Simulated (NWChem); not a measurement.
# 1,1,1-trifluoroethane (C2H3F3); SMILES C(F)(C)(F)F

Program: NWChem. Pople sets run with spherical d functions. Each level has its own optimisation; frequencies are unscaled.

For level Hartree-Fock/STO-3G:

```
Item                               Result
---------------------------------  ------
r C–C (Å)                           1.562
r C–F (Å)                           1.374
highest harmonic frequency (cm⁻¹)    3769
lowest (cm⁻¹)                         154
zero-point energy (kcal/mol)         38.1
dipole (D)                           1.56
```

Question: How do the values read with level Hartree-Fock/6-31G* instead?

Answer: 
* **r C–C (Å)**: 1.499
* **r C–F (Å)**: 1.325
* **highest harmonic frequency (cm⁻¹)**: 3327
* **lowest (cm⁻¹)**: 249
* **zero-point energy (kcal/mol)**: 35.7
* **dipole (D)**: 2.26
